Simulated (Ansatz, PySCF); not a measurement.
Gas-phase reaction in SMILES: Cl[C]Cl → [C]Cl + Cl atom (the C-Cl bond at the site shown breaks; other sites are not compared here)
Geometries: B3LYP-D3(BJ)/def2-TZVP minima from Ansatz (a first-principles code). Unstable Hartree-Fock reference: Cl[C]Cl.

Property: bond dissociation energy (0 K, with B3LYP-D3(BJ) harmonic zero-point energies from PySCF), in kcal/mol. Cores are frozen in the correlated levels unless marked. Open shells are spin-unrestricted. No spin-orbit coupling. No relativistic terms. CBS marks a two-point X^-3 extrapolation of the correlation energy; Hartree-Fock from the larger set.

CCSD(T)/CBS(cc-pV(T+d)Z,cc-pV(Q+d)Z) (Ansatz) gives 77.5 kcal/mol.

### Question
Another calculation gave 77.9 kcal/mol. Which level was it?
A. CAM-B3LYP/def2-TZVPD (Ansatz)
B. revPBE/def2-TZVPD (Ansatz)
C. PBE/def2-TZVPD (Ansatz)
D. BLYP/def2-TZVPD (Ansatz)

### Answer
B, revPBE/def2-TZVPD (Ansatz). The others give 74.9 (BLYP), 72.1 (CAM-B3LYP), 83.5 (PBE) kcal/mol.
